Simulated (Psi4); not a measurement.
CH2I, doublet, geometry from GFN2-xTB (all electrons, no relativity); CAM-B3LYP/3-21G in Psi4.

The Psi4 input:
```
memory 2 GB

molecule {
0 2
  C    -1.76238477   -0.01833772    0.07881161
  I     0.28516808    0.00308136   -0.00770438
  H    -2.28046389    0.90745591   -0.05339585
  H    -2.25913562   -0.96074191   -0.01114158
}

set basis 3-21g
set reference uks
set scf_type pk

energy('cam-b3lyp')
print_variables()
```

Task: Write the output that Psi4 gives for this input, abridged.

Result: 
```
   => Loading Basis Set <=

    Name: 3-21G
    Role: ORBITAL
    Keyword: BASIS

         ---------------------------------------------------------
                                   SCF
               by Justin Turney, Rob Parrish, Andy Simmonett
                          and Daniel G. A. Smith
                              UKS Reference
         ---------------------------------------------------------

  ==> Geometry <==

    Molecular point group: c1
    Full point group: C1

    Geometry (in Angstrom), charge = 0, multiplicity = 2:

       Center              X                  Y                   Z               Mass
    ------------   -----------------  -----------------  -----------------  -----------------
         C           -1.836649290828    -0.019169984103     0.079500109210    12.000000000000
         I            0.210903559172     0.002249095897    -0.007015880790   126.904471900000
         H           -2.354728410828     0.906623645897    -0.052707350790     1.007825032230
         H           -2.333400140828    -0.961574174103    -0.010453080790     1.007825032230

  Running in c1 symmetry.

  Rotational constants: A =      9.42878  B =      0.29425  C =      0.28562 [cm^-1]
  Rotational constants: A = 282667.69948  B =   8821.40868  C =   8562.56790 [MHz]
  Nuclear repulsion =  108.946913258017361

  Charge       = 0
  Multiplicity = 2
  Electrons    = 61
  Nalpha       = 31
  Nbeta        = 30

  ==> Algorithm <==

  SCF Algorithm Type is PK.
  DIIS enabled.
  MOM disabled.
  Fractional occupation disabled.
  Guess Type is SAD.
  Energy threshold   = 1.00e-06
  Density threshold  = 1.00e-06
  Integral threshold = 1.00e-12

  ==> Primary Basis <==

  Basis Set: 3-21G
    Blend: 3-21G
    Number of shells: 22
    Number of basis functions: 46
    Number of Cartesian functions: 46
    Spherical Harmonics?: false
    Max angular momentum: 2

  ==> DFT Potential <==

   => LibXC <=

    Version 7.1.2
    S. Lehtola, C. Steigemann, M. J. T. Oliveira, and M. A. L. Marques,  SoftwareX 7, 1–5 (2018) (10.1016/j.softx.2017.11.002)

   => Composite Functional: CAM-B3LYP <=

    CAM-B3LYP Hyb-GGA Exchange-Correlation Functional

    T. Yanai, D. P. Tew, and N. C. Handy,  Chem. Phys. Lett. 393, 51 (2004) (10.1016/j.cplett.2004.06.011)

    Deriv               =              1
    GGA                 =           TRUE
    Meta                =          FALSE

    Exchange Hybrid     =           TRUE
    MP2 Hybrid          =          FALSE

   => Exchange Functionals <=

    0.3500         Becke 88 [omega = 0.3300]
    0.4600   Short-range recipe for B88 functional - erf [omega = 0.3300]

   => Exact (HF) Exchange <=

    0.4600            HF,LR [omega = 0.3300]
    0.1900               HF

   => Correlation Functionals <=

    0.1900   Vosko, Wilk & Nusair (VWN5)
    0.8100   Lee, Yang & Parr

   => LibXC Density Thresholds  <==

    XC_HYB_GGA_XC_CAM_B3LYP:  1.00E-14

   => Molecular Quadrature <=

    Radial Scheme          =       TREUTLER
    Pruning Scheme         =           NONE
    Nuclear Scheme         =       TREUTLER

    Blocking Scheme        =         OCTREE
    BS radius alpha        =              1
    Pruning alpha          =              1
    Radial Points          =             75
    Spherical Points       =            302
    Total Points           =          85046
    Total Blocks           =            704
    Max Points             =            256
    Max Functions          =             46
    Weights Tolerance      =       1.00E-15

  ==> Integral Setup <==

  Using in-core PK algorithm.
   Calculation information:
      Number of atoms:                   4
      Number of AO shells:              22
      Number of primitives:             48
      Number of atomic orbitals:        46
      Number of basis functions:        46

      Integral cutoff                 1.00e-12
      Number of threads:                 1

  Performing in-core PK
  Using 1754463 doubles for integral storage.
  We computed 29801 shell quartets total.
  Whereas there are 32131 unique shell quartets.

  Computing range-separated integrals for PK
  We computed 29801 wK shell quartets total.
  Whereas there are 32131 wK unique shell quartets.

  ==> DiskJK: Disk-Based J/K Matrices <==

    J tasked:                  Yes
    K tasked:                  Yes
    wK tasked:                 Yes
    Omega:               3.300E-01
    Schwarz Cutoff:          1E-12

  Minimum eigenvalue in the overlap matrix is 1.3026278838E-03.
  Reciprocal condition number of the overlap matrix is 3.1340503049E-04.
    Using symmetric orthogonalization.

  ==> Pre-Iterations <==

  SCF Guess: Superposition of Atomic Densities via on-the-fly atomic UHF (no occupation information).

   -------------------------
    Irrep   Nso     Nmo
   -------------------------
     A         46      46
   -------------------------
    Total      46      46
   -------------------------

  ==> Iterations <==

                        Total Energy        Delta E     RMS |[F,P]|

   @UKS iter SAD: -6927.36488124749576   -6.92736e+03   0.00000e+00
   @UKS iter   1: -6929.73036854886050   -2.36549e+00   8.02776e-03 ADIIS/DIIS
   @UKS iter   2: -6929.76329838632228   -3.29298e-02   4.47930e-03 ADIIS/DIIS
   @UKS iter   3: -6929.78422957358271   -2.09312e-02   1.45568e-03 ADIIS/DIIS
   @UKS iter   4: -6929.78735667564888   -3.12710e-03   3.50575e-04 ADIIS/DIIS
   @UKS iter   5: -6929.78769908203867   -3.42406e-04   1.03108e-04 ADIIS/DIIS
   @UKS iter   6: -6929.78779148920148   -9.24072e-05   1.68261e-05 DIIS
   @UKS iter   7: -6929.78779348037369   -1.99117e-06   3.80674e-06 DIIS
   @UKS iter   8: -6929.78779358131760   -1.00944e-07   1.10499e-06 DIIS
   @UKS iter   9: -6929.78779359078544   -9.46784e-09   9.87046e-08 DIIS
  Energy and wave function converged.

  ==> Post-Iterations <==

   Electrons on quadrature grid:
      Nalpha   =   30.9999988577 ; deviation = -1.142e-06
      Nbeta    =   29.9999988695 ; deviation = -1.131e-06
      Ntotal   =   60.9999977272 ; deviation = -2.273e-06

   @Spin Contamination Metric:   4.531596841E-03
   @S^2 Expected:                7.500000000E-01
   @S^2 Observed:                7.545315968E-01
   @S   Expected:                5.000000000E-01
   @S   Observed:                5.000000000E-01

    Orbital Energies [Eh]
    ---------------------

    Alpha Occupied:

       1A   -1159.258543     2A   -175.617863     3A   -164.382002
       4A   -164.380123     5A   -164.379775     6A    -35.801375
       7A    -30.966324     8A    -30.961168     9A    -30.960344
      10A    -22.896169    11A    -22.894289    12A    -22.893884
      13A    -22.890024    14A    -22.890008    15A    -10.242822
      16A     -6.445536    17A     -4.755888    18A     -4.741849
      19A     -4.739888    20A     -2.132837    21A     -2.127942
      22A     -2.126521    23A     -2.114480    24A     -2.114437
      25A     -0.829124    26A     -0.684748    27A     -0.527897
      28A     -0.438541    29A     -0.379223    30A     -0.318439
      31A     -0.267985

    Alpha Virtual:

      32A      0.036320    33A      0.207286    34A      0.233219
      35A      0.401771    36A      0.450702    37A      0.463219
      38A      0.467270    39A      0.759619    40A      0.804988
      41A      0.811086    42A      1.037451    43A      1.127353
      44A      1.516893    45A      4.138166    46A    225.786968

    Beta Occupied:

       1A   -1159.258444     2A   -175.617782     3A   -164.382061
       4A   -164.379771     5A   -164.379728     6A    -35.801263
       7A    -30.966419     8A    -30.960698     9A    -30.960270
      10A    -22.896154    11A    -22.894126    12A    -22.893913
      13A    -22.889803    14A    -22.889796    15A    -10.228682
      16A     -6.445232    17A     -4.756065    18A     -4.740857
      19A     -4.739726    20A     -2.132754    21A     -2.127507
      22A     -2.126629    23A     -2.113790    24A     -2.113775
      25A     -0.802413    26A     -0.664063    27A     -0.517386
      28A     -0.428466    29A     -0.335458    30A     -0.317152

    Beta Virtual:

      31A     -0.012613    32A      0.053114    33A      0.218969
      34A      0.239922    35A      0.402973    36A      0.453156
      37A      0.466875    38A      0.467838    39A      0.813945
      40A      0.820701    41A      0.834611    42A      1.045540
      43A      1.131348    44A      1.552127    45A      4.139186
      46A    225.787098

    Final Occupation by Irrep:
              A
    DOCC [    30 ]
    SOCC [     1 ]
    NA   [    31 ]
    NB   [    30 ]

  @UKS Final Energy: -6929.78779359078544

   => Energetics <=

    Nuclear Repulsion Energy =            108.9469132580173607
    One-Electron Energy =               -9746.8290459813324560
    Two-Electron Energy =                2851.6388014188155466
    DFT Exchange-Correlation Energy =    -143.5444622862860626
    Empirical Dispersion Energy =           0.0000000000000000
    VV10 Nonlocal Energy =                  0.0000000000000000
    Total Energy =                      -6929.7877935907845313

  UHF NO Occupations:
  HONO-2 :   29  A 1.9994765
  HONO-1 :   30  A 1.9987260
  HONO-0 :   31  A 1.0000000
  LUNO+0 :   32  A 0.0012740
  LUNO+1 :   33  A 0.0005235
  LUNO+2 :   34  A 0.0002879
  LUNO+3 :   35  A 0.0001775

Computation Completed

Properties will be evaluated at   0.000000,   0.000000,   0.000000 [a0]

Properties computed using the SCF density matrix

 Multipole Moments:

 ------------------------------------------------------------------------------------
     Multipole            Electronic (a.u.)      Nuclear  (a.u.)        Total (a.u.)
 ------------------------------------------------------------------------------------

 L = 1.  Multiply by 2.5417464519 to convert [e a0] to [Debye]
 Dipole X            :          8.2639449           -8.5607157           -0.2967708
 Dipole Y            :          0.0901831           -0.0959383           -0.0057552
 Dipole Z            :         -0.1840243            0.0793657           -0.1046586
 Magnitude           :                                                    0.3147371

 ------------------------------------------------------------------------------------

  Variable Map:
  ----------------------------------------------------------------------------
  "CURRENT ENERGY"              =>   -6929.787793590785
  "CURRENT REFERENCE ENERGY"    =>   -6929.787793590785
  "DD SOLVATION ENERGY"         =>       0.000000000000
  "DFT FUNCTIONAL TOTAL ENERGY" =>   -6929.787793590785
  "DFT TOTAL ENERGY"            =>   -6929.787793590785
  "DFT VV10 ENERGY"             =>       0.000000000000
  "DFT XC ENERGY"               =>    -143.544462286286
  "GRID ELECTRONS ALPHA"        =>      30.999998857743
  "GRID ELECTRONS BETA"         =>      29.999998869474
  "GRID ELECTRONS TOTAL"        =>      60.999997727216
  "NUCLEAR REPULSION ENERGY"    =>     108.946913258017
  "ONE-ELECTRON ENERGY"         =>   -9746.829045981332
  "PCM POLARIZATION ENERGY"     =>       0.000000000000
  "PE ENERGY"                   =>       0.000000000000
  "SCF ITERATION ENERGY"        =>   -6929.787793590785
  "SCF ITERATIONS"              =>       9.000000000000
  "SCF TOTAL ENERGY"            =>   -6929.787793590785
  "TWO-ELECTRON ENERGY"         =>    2851.638801418816
  "XC GRID RADIAL POINTS"       =>      75.000000000000
  "XC GRID SPHERICAL POINTS"    =>     302.000000000000
  "XC GRID TOTAL POINTS"        =>   85046.000000000000

  Array Variable Map:
  ----------------------------------------------------------------------------
  "CURRENT DIPOLE"              =>      -0.296770771047 ... -0.104658597874 1 by 3
  "SCF DIPOLE"                  =>      -0.296770771047 ... -0.104658597874 1 by 3
  "SCF TOTAL ENERGIES"          =>   -6927.364881247496 ... -6929.787793590785 1 by 10
```
